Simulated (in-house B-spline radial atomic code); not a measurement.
RPA and G0W0 on SCAN: Xe⁸⁺

Configuration [Kr] 4d10, mean-field start SCAN. Computed with an all-electron radial atomic-structure program (B-spline basis): all electrons, non-relativistic, point nucleus, each spin shell either full or empty, empty states to l = 9 with an (l + 1/2)⁻⁴ tail; G0W0 by contour deformation at full frequency.

Without relativity these are model numbers: it shifts the levels of so heavy an element strongly and can reorder them.

Command:
```bash
python run_gw.py task.json out
```
Settings (radii: box in bohr, nucleus in fm):
```
Z                        54
electrons                46
configuration            [Kr] 4d10
hamiltonian              nr
method                   scan,scan
lmax                     9
spin_polarised           False
box_radius               7.7
intervals                51
```

Run time, properties included: 2.9 s on 1 thread of Arm Neoverse N1 (shared host).

Energies (hartree):

```csv
term,value
mean-field total,-7219.93071
Hartree-Fock functional on these orbitals,-7217.13667
direct second order,-3.9963
second-order exchange,1.097
SOSEX correction,1.0371
```

Task: What is the RPA correlation energy, and what remains with SOSEX?

Result: RPA gives -3.5971 hartree (-2.13 eV per electron); RPA + SOSEX gives -2.56, and the second-order doubles -2.8993 hartree (no singles). RPA lacks exchange-type terms and so overcorrelates at short range.

Quasi-particle levels (eV):

| level | occupied | mean field | Σx - vxc | Σc | QP weight | G0W0 |
| --- | --- | --- | --- | --- | --- | --- |
| 4d | yes | -170.07 | -12.09 | ? | ? | ? |
| 5s | no | -107.58 | 7.25 | -2.19 | 0.986 | -102.52 |

G0W0 = mean field + (Σx - vxc) + Σc, with Σc (partial-wave tail included) taken at the quasi-particle energy. Only the outer levels were computed. Levels of low weight are left out.

Task: Where does G0W0 put 4d?

Result: At -182.04 eV, with Σc = 0.12 eV and a quasi-particle weight of 0.969. The tabulated removal energy is 179.84 ± 0.12 eV (NIST, measured); the calculation leaves out relativity, Breit and QED terms, and what these don't explain is the method's own error.
